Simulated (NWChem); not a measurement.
Molecule: C3H4O2Si; SMILES C([SiH]1OCO1)#C

```xyz
10

C      0.4594    -2.8680     0.0000
C      0.0418    -1.7247     0.0000
Si    -0.6171    -0.0266     0.0000
O      0.0904     1.0365     1.1024
C      0.5926     1.7817     0.0000
O      0.0904     1.0365    -1.1024
H      0.8344    -3.8770     0.0000
H     -2.0977    -0.0840     0.0000
H      0.1955     2.8132     0.0000
H      1.6978     1.8018     0.0000
```
Atoms are numbered in this order, from 1.

Results from NWChem. Pople sets run with spherical d functions. Structure relaxed at the PBE0/def2-SVP level.

Q: Order these by “dipole (D)”, lowest first: B3LYP/3-21G; B3LYP/6-31+G*; B3LYP/STO-3G.

A: B3LYP/STO-3G (0.92), B3LYP/6-31+G* (1.46), B3LYP/3-21G (1.61)
